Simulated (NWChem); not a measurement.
Species: selenium dioxide (SeO2); SMILES O=[Se]=O

Program: NWChem. Geometry: optimised at PBE-D3(BJ)/def2-SVP. Level PBE0/def2-SVPD: single points from the atomic guess with DIIS by default; each run changes one setting, and all converged runs end within 0.3 mHa of each other.

**Question.** Which setting needs the most SCF iterations, or fails (DIIS on 3 Fock matrices; level shift of 0.5 Ha throughout; defaults; DIIS on 20 Fock matrices; no DIIS, 40 % damping)?

**Answer.** no DIIS, 40 % damping, which doesn't converge.
```tsv
setting	SCF iterations
defaults	7
DIIS on 3 Fock matrices	9
level shift of 0.5 Ha throughout	14
DIIS on 20 Fock matrices	7
no DIIS, 40 % damping	not converged in 200
```
